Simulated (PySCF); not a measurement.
Hexafluorobenzene, SMILES c1(F)c(c(c(c(F)c1F)F)F)F at its PBE0/def2-SVP optimised geometry (Å):

```
12

F      2.7133     0.0002     0.0000
C      1.3943     0.0002     0.0000
C      0.6971     1.2076     0.0000
F      1.3556     2.3504    -0.0004
C     -0.6971     1.2072     0.0000
F     -1.3566     2.3494     0.0001
C     -1.3943    -0.0003     0.0007
F     -2.7133     0.0003     0.0007
C     -0.6969    -1.2077     0.0007
F     -1.3556    -2.3504     0.0012
C      0.6973    -1.2074     0.0007
F      1.3569    -2.3496     0.0006
```

Level of theory: PBE0/def2-TZVP run with PySCF 2.14.0.

Map of the electrostatic potential (hartree/e), clipped to [-0.08, 0.12] on the plane z = 0.6 Å:

```
|                           |
|                           |
|                           |
|                           |
|                           |
|        .=-.....-=.        |
|        *@@#---#@@*        |
|       .@@@@@%@@@@@.       |
|       .#@@@@@@@@@#.       |
|      .-#@@@@@@@@@#-.      |
|      :=@@@@@@@@@@@=:      |
|     :+%@@@@@@@@@@@%+:     |
|    :@@@@@@@@@@@@@@@@@:    |
|    =@@@@@@@@@@@@@@@@@=    |
|    :@@@@@@@@@@@@@@@@@:    |
|     :+%@@@@@@@@@@@%+:     |
|      :=@@@@@@@@@@@=:      |
|      .-#@@@@@@@@@#-.      |
|       .#@@@@@@@@@#.       |
|       .@@@@@%@@@@@.       |
|        *@@#---#@@*        |
|        .=-.....-=.        |
|                           |
|                           |
|                           |
|                           |
|                           |
```
Scale: ten equal steps from -0.007 (start of ' ') to 0.120 (end of '@'), in the order ' .:-=+*#%@'; x runs from -5.00 to 5.00, y from -5.00 (bottom) to 5.00 (top).
